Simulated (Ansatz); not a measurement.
`B[CH2][SnH2][F]` and `[F][SnH2][CH2]Cl` differ in one atom or group.

Ansatz, PBE0-D4/def2-TZVP geometries, multiplicity 1. Each molecule was computed in one conformer, which needn't be the lowest.

Elements past krypton have def2 core potentials.

| property | `B[CH2][SnH2][F]` |
| --- | --- |
| HOMO–LUMO gap (PBE/def2-TZVPP) / eV | 5.16 |
| HOMO–LUMO gap (B3LYP/def2-TZVPP) / eV | 6.85 |
| LUMO energy (PBE/def2-TZVPP) / eV | -2.37 |
| HOMO energy (PBE/def2-TZVPP) / eV | -7.53 |
| HOMO energy (PBE0/def2-TZVPP) / eV | -8.75 |
| HOMO–LUMO gap (PBE0/def2-TZVPP) / eV | 7.31 |

Give the same properties after the change, and the shifts. (Best estimate.)

Computed: 
| property | `[F][SnH2][CH2]Cl` | shift |
| --- | --- | --- |
| HOMO–LUMO gap (PBE/def2-TZVPP) / eV | 5.22 | 0.06 |
| HOMO–LUMO gap (B3LYP/def2-TZVPP) / eV | 6.89 | 0.04 |
| LUMO energy (PBE/def2-TZVPP) / eV | -1.61 | 0.76 |
| HOMO energy (PBE/def2-TZVPP) / eV | -6.83 | 0.70 |
| HOMO energy (PBE0/def2-TZVPP) / eV | -8.12 | 0.63 |
| HOMO–LUMO gap (PBE0/def2-TZVPP) / eV | 7.39 | 0.08 |

With PBE0 the HOMO rises by 0.63 eV and the LUMO rises by 0.70 eV, so the gap widens by about 0.07 eV. PBE moves the HOMO by 0.70 eV and ωB97M-V by 0.58 eV.

B3LYP here is the variant with VWN-RPA as its local correlation; programs differ in this.
